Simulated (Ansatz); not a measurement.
Job for Ansatz (a quantum-chemistry and plane-wave program): U-CCSD(T)/cc-pV(Q+d)Z on Cl (SMILES [Cl]). The basis file is the Basis Set Exchange's JSON of that set.

Ansatz 0.2 input:
```yaml
crystal:
  periodic: [false, false, false]
  atoms:
    - {symbol: Cl, position_ang: [0.00000000, 0.00000000, 0.00000000]}
basis:
  gaussian:
    orbitals: cc-pV_Q+d_Z.json
magnetization: {spin_polarized: true, initial_magnetization: 1}
correlation: {method: ccsd_t, electrons: outside_noble_gas}
scf: {omitted_lower_state_checks: [cluster_reference]}
```

It printed:

```
WARN ansatz: RAYON_NUM_THREADS=4 ignored (pool sized by the plan → 4); use --threads N
Functional definition: HF
these checks for a lower state are left out or cut short: cluster_reference
integrals: 0.05 GiB planned
387 factors; integrals over basis functions are off by at most 1.4e-4 eV
mean field: 0.11 GiB planned
mean field evaluation 1: about -12503.1033 eV, gradient 6.0e0 eV
mean field evaluation 2: about -12503.1054 eV, gradient 6.0e0 eV
mean field evaluation 4: about -12503.3330 eV, gradient 5.9e-1 eV
mean field evaluation 8: about -12503.3370 eV, gradient 4.1e-3 eV
mean field evaluation 16: about -12503.3334 eV, gradient 6.4e-1 eV
mean field evaluation 32: about -12503.3356 eV, gradient 1.6e-1 eV
mean field -12503.33699411 eV, -459.4891594675 hartree, gradient 3.6e-6 eV, S^2 0.760526; 3 other end points of the search recorded, 0 dependent functions left out
5 core orbitals not correlated
reference -12503.33699411 eV, -459.4891594675 hartree; 4, 3 occupied and 55, 56 virtual orbitals, 387 factors
second order -4.77547904 eV of doubles, -0.00000000 eV of singles
coupled cluster: 0.16 GiB planned
cycle   1  -5.24110571 eV  change   -4.7e-1 eV  update   4.0e-2
cycle   2  -5.38258334 eV  change   -1.4e-1 eV  update   1.3e-2
cycle   3  -5.38945394 eV  change   -6.9e-3 eV  update   3.0e-3
cycle   4  -5.38926377 eV  change    1.9e-4 eV  update   5.7e-4
cycle   5  -5.38908639 eV  change    1.8e-4 eV  update   1.4e-4
cycle   6  -5.38913113 eV  change   -4.5e-5 eV  update   3.8e-5
cycle   7  -5.38912864 eV  change    2.5e-6 eV  update   9.5e-6
cycle   8  -5.38912794 eV  change    7.0e-7 eV  update   2.6e-6
perturbative correction -0.19826786 eV, -0.0072862094 hartree
Total energy: -12508.92438991 eV, -459.6944924757 hartree
Checks for a lower state left out: cluster_reference
```

Self-consistency was reached.

Cost: very roughly 1.9 core-seconds.
